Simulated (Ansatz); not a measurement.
Start from `ClCC1=C[SiH2]1` and change one atom or group to get `F[SiH2]C1=C[SiH2]1`.

Ansatz, PBE0-D4/def2-TZVP geometries, multiplicity 1. Each molecule was computed in one conformer, which needn't be the lowest.

```csv
property,`ClCC1=C[SiH2]1`
HOMO–LUMO gap (PBE0/def2-TZVPP) / eV,7.07
HOMO–LUMO gap (B3LYP/def2-TZVPP) / eV,6.66
HOMO energy (ωB97M-V/def2-TZVPP) / eV,-9.81
HOMO energy (PBE0/def2-TZVPP) / eV,-7.65
HOMO energy (B3LYP/def2-TZVPP) / eV,-7.44
LUMO energy (PBE0/def2-TZVPP) / eV,-0.58
```

What does the change do to each property? (An estimate is asked.)

Computed: 
```
                             property  `F[SiH2]C1=C[SiH2]1`  shift
 HOMO–LUMO gap (PBE0/def2-TZVPP) / eV                  6.18  -0.89
HOMO–LUMO gap (B3LYP/def2-TZVPP) / eV                  5.80  -0.86
HOMO energy (ωB97M-V/def2-TZVPP) / eV                 -9.46   0.35
   HOMO energy (PBE0/def2-TZVPP) / eV                 -7.37   0.28
  HOMO energy (B3LYP/def2-TZVPP) / eV                 -7.16   0.28
   LUMO energy (PBE0/def2-TZVPP) / eV                 -1.18  -0.60
```

With PBE0 the HOMO rises by 0.28 eV and the LUMO falls by 0.60 eV, so the gap narrows by about 0.88 eV. PBE moves the HOMO by 0.23 eV and ωB97M-V by 0.35 eV.

B3LYP here is the variant with VWN-RPA as its local correlation; programs differ in this.
